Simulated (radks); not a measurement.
Results of a calculation; reference values are marked as such.
Effect of the nuclear size on the fluorine ion F3+, [He] 2s2 2p2. Code: a radial shooting solver on a logarithmic mesh with Libxc functionals. Model: Dirac Kohn-Sham, relativistic LDA (MacDonald-Vosko exchange, VWN5 correlation), spin-unpolarised, spherical densities, finite nucleus; open shells fill j = l - 1/2 first; Fermi nuclear charge, rms radius 2.8976 fm. The rms radius is varied about that value; shifts are against it.

rms radius (fm)  total energy shift (eV)  density at nucleus (e/bohr^3)  1s1/2 shift (meV)
2.6049                         -0.000138                          466.8             -0.054
2.6136                         -0.000134                          466.8             -0.052
2.8976                                 0                          466.5              0.000
3.0077                         0.0000555                          466.4              0.022
3.2337                          0.000176                          466.2              0.069

Slopes of the eigenvalues against <r^2> in GHz/fm^2, as finite differences over the two radii next to the reference (eigenvalue slopes, not the field-shift constants of lines): 1s1/2 8.10.
